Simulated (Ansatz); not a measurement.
PBE exchange is replaced step by step with exact exchange (0 % is PBE, 25 % PBE0; no dispersion term), basis def2-SVP, Ansatz. System: Ga₂P₃. Charge 0, multiplicity 2. Geometry: PBE-D4/def2-SVP, each spin state at its own.

The relaxed quartet has other bonds than the doublet, so its gap is one between isomers.

Geometry of the doublet:

Cartesian coordinates in Å:
```
Ga 0.901 -1.714 1.251
Ga -1.396 0.978 -1.551
P -0.962 -0.042 0.747
P 0.815 1.210 0.494
P 0.642 -0.432 -0.941
```

The structure comes from a short search, and lower isomers may exist.

HOMO and LUMO are taken over both spins.

| exact exchange (%) | HOMO (eV) | LUMO (eV) | gap (eV) | ⟨S²⟩ | quartet − doublet (kJ/mol) |
| --- | --- | --- | --- | --- | --- |
| 10 | -5.22 | -4.13 | 1.10 | 0.760 | 185.9 |
| 40 | -6.30 | -3.37 | 2.94 | 0.778 | 182.3 |

Task: Estimate the row for 15 %.

Result: 
```json
{"exact exchange (%)": "15", "HOMO (eV)": "-5.40", "LUMO (eV)": "-4.00", "gap (eV)": "1.40", "⟨S²⟩": "0.762", "quartet − doublet (kJ/mol)": "185.2"}
```
